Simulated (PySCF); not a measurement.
Identify the unknown among the candidates.

All candidates are C5H7BCl2.

| technique | computed result |
| --- | --- |
| Rotational structure | rotational constants A, B, C: 2.756, 0.745, 0.593 GHz [PBE0-D3(BJ)/def2-SVP] |
| Polarisability | 101.7 au [wB97X-D/def2-SVPD] |
| UV, first state | lowest singlet excitation: 5.34 eV (232 nm, f = 0.471) [TDDFT wB97X-D/def2-SVPD] |
| Dipole | 3.38 D [wB97X-D/def2-SVPD] |

Gas-phase values; electronic properties from PySCF, density fitting. Levels stand in brackets. Geometry: PBE0-D3(BJ)/def2-SVP; no solvent, vibrations or thermal averaging.

Question: Which candidate is it?
A. `C=C1CC(B(Cl)Cl)C1`
B. `C=C(C)/C=C/B(Cl)Cl`
C. `ClB(Cl)C=C1CCC1`

Answer: C. It is `ClB(Cl)C=C1CCC1`. Numbering: `[Cl:1][B:2]([Cl:3])[CH:4]=[C:5]1[CH2:6][CH2:7][CH2:8]1`. The optimised geometry has point group Cs and is an asymmetric top.

The others, at the same levels:
- `C=C1CC(B(Cl)Cl)C1` fails: its computed lowest singlet excitation is 5.86 eV (212 nm, f = 0.002) (against 5.34 eV), static isotropic polarisability is 97.8 au (against 101.7 au) and rotational constant A is 2.271 GHz (against 2.756 GHz).
- `C=C(C)/C=C/B(Cl)Cl` fails: its computed lowest singlet excitation is 4.76 eV (261 nm, f = 0.703) (against 5.34 eV), static isotropic polarisability is 112.8 au (against 101.7 au) and rotational constant A is 2.385 GHz (against 2.756 GHz).

Each candidate is one conformer, not necessarily the lowest. The conformers computed, where there is a choice (atom-mapped SMILES and torsion angles):
- `[Cl:1][B:2]([Cl:3])[CH:4]=[C:5]1[CH2:6][CH2:7][CH2:8]1`: Cl1–B2–C4–C5 180°
- `[CH2:1]=[C:2]1[CH2:3][CH:4]([B:5]([Cl:6])[Cl:7])[CH2:8]1`: C3–C4–B5–Cl6 151°
- `[CH2:1]=[C:2]([CH3:3])/[CH:4]=[CH:5]/[B:6]([Cl:7])[Cl:8]`: C1–C2–C4–C5 180°, C4–C5–B6–Cl7 180°
